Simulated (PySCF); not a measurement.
PySCF input for phosphine (H3P), SMILES P, KT2/pcSseg-2. Geometry optimised at B3LYP-D3(BJ)/def2-TZVP.

```python
import numpy as np
from pyscf import gto, scf, dft
from pyscf.prop.nmr import rks as nmr

mol = gto.M(
    atom='''
    P     0.00000000   -0.00000000   -0.12823428
    H     1.03231230    0.59600578    0.64117138
    H    -0.00000001   -1.19201157    0.64117138
    H    -1.03231230    0.59600580    0.64117137
    ''',
    basis='pcSseg-2',
    charge=0,
    spin=0,
    max_memory=1600,
    verbose=3,
)
mf = dft.RKS(mol, xc='kt2')
mf.grids.level = 3
mf.conv_tol = 1e-10
mf.max_cycle = 100
mf.kernel()
n = nmr.NMR(mf)
n.verbose = 2
n.max_cycle_cphf = 60
sigma = n.kernel()
print('atom   isotropic/ppm   span/ppm')
for i, s in enumerate(sigma):
    w = np.linalg.eigvalsh((s + s.T) / 2)
    print(f'{mol.atom_symbol(i):2s}{i + 1:3d} {w.mean():14.3f} {w[2] - w[0]:11.3f}')
```

Program output:

```
converged SCF energy = -345.978091713996
atom   isotropic/ppm   span/ppm
P   1        592.959      64.542
H   2         29.450      11.098
H   3         29.450      11.098
H   4         29.450      11.098
```

The calculation finished and met its thresholds.

Cost: around 5 core-seconds (rough).
